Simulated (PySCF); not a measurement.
# Excitation energies in several basis sets

Germanium monoxide, GeO.
InChI=1S/GeO/c1-2

TDDFT with PBE0 (PySCF), vertical singlets, core orbitals frozen in the response, spherical d and f functions. Isolated species at its PBE0-D3(BJ)/def2-SVP geometry, gas phase. Relativistic effects, spin–orbit coupling among them, are left out although an element past zinc is present.

Compare 6-31G*, def2-SVP, aug-cc-pVDZ, def2-SVPD, def2-TZVP, def2-TZVPD and aug-cc-pVTZ for this molecule.

```json
{"basis": "6-31G*", "functions": "46", "diffuse": "no", "S1 (eV)": "4.76", "S2 (eV)": "5.03", "S3 (eV)": "5.03", "S4 (eV)": "5.11", "S5 (eV)": "5.11", "LUMO (eV)": "-1.90", "α (au)": "25.0"}
{"basis": "def2-SVP", "functions": "46", "diffuse": "no", "S1 (eV)": "4.78", "S2 (eV)": "5.02", "S3 (eV)": "5.02", "S4 (eV)": "5.14", "S5 (eV)": "5.14", "LUMO (eV)": "-1.86", "α (au)": "24.9"}
{"basis": "aug-cc-pVDZ", "functions": "59", "diffuse": "yes", "S1 (eV)": "4.77", "S2 (eV)": "4.98", "S3 (eV)": "4.98", "S4 (eV)": "5.08", "S5 (eV)": "5.08", "LUMO (eV)": "-2.14", "α (au)": "31.2"}
{"basis": "def2-SVPD", "functions": "61", "diffuse": "yes", "S1 (eV)": "4.81", "S2 (eV)": "5.04", "S3 (eV)": "5.04", "S4 (eV)": "5.13", "S5 (eV)": "5.13", "LUMO (eV)": "-2.12", "α (au)": "31.1"}
{"basis": "def2-TZVP", "functions": "79", "diffuse": "no", "S1 (eV)": "4.75", "S2 (eV)": "4.92", "S3 (eV)": "4.92", "S4 (eV)": "5.05", "S5 (eV)": "5.05", "LUMO (eV)": "-2.02", "α (au)": "28.2"}
{"basis": "def2-TZVPD", "functions": "94", "diffuse": "yes", "S1 (eV)": "4.76", "S2 (eV)": "4.93", "S3 (eV)": "4.93", "S4 (eV)": "5.04", "S5 (eV)": "5.04", "LUMO (eV)": "-2.11", "α (au)": "31.6"}
{"basis": "aug-cc-pVTZ", "functions": "105", "diffuse": "yes", "S1 (eV)": "4.74", "S2 (eV)": "4.90", "S3 (eV)": "4.90", "S4 (eV)": "5.03", "S5 (eV)": "5.03", "LUMO (eV)": "-2.15", "α (au)": "31.8"}
```

States are compared by their number. Against the largest diffuse basis here (aug-cc-pVTZ, itself not a converged limit), sets without diffuse functions differ by up to 0.04 eV in S1 and 0.11 eV in S5; the smaller diffuse sets differ by up to 0.07 and 0.10 eV. State by state, the largest deviation of a set without diffuse functions is S1 0.04, S2 0.12, S3 0.12, S4 0.11, S5 0.11 eV. The same number needn't mean the same state in each row. Against aug-cc-pVTZ the polarisability deviates by -21% in 6-31G*, -22% in def2-SVP, -2% in aug-cc-pVDZ, -2% in def2-SVPD, -11% in def2-TZVP, 0% in def2-TZVPD.
